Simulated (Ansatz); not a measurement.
Consider the ligand exchange at the Si–N bond: `N[SiH2][SiH2]N` + H–F → `N[SiH2][SiH2]F` + NH₃.

Program: Ansatz. Geometries: PBE0-D4/def2-TZVP. ΔE: electronic, gas phase. CCSD(T)/CBS is the MP2 limit (def2-TZVPP, def2-QZVPP) plus CCSD(T) − MP2 in def2-TZVPP, frozen cores. This one scheme is used for every species. DFT in def2-TZVPP. Each species was taken in one conformer, which may not be the lowest.

```csv
species,r2SCAN energy (Eh)
`N[SiH2][SiH2]N`,-693.29911
H–F,-100.44665
`N[SiH2][SiH2]F`,-737.22996
NH₃,-56.54856
```

**Question.** Work out ΔE.

**Answer.** ΔE = (-737.22996) + (-56.54856) − (-693.29911) − (-100.44665) = -0.03276 Eh = -86.0 kJ/mol. CCSD(T)/CBS gives -80.1 kJ/mol.

Largest T1 diagnostic among the species: 0.011.

The D4 term adds +8.0 kJ/mol with B3LYP and +4.3 kJ/mol with PBE0; it sums over pairs of atoms, weighted by their polarisabilities, and B3LYP, whose exchange is more repulsive, gets the larger term. At CCSD(T), def2-SVP lies +3.5 kJ/mol from the extrapolated value and def2-TZVPP +0.2 kJ/mol.

B3LYP here is the variant with VWN-RPA as its local correlation; programs differ in this.
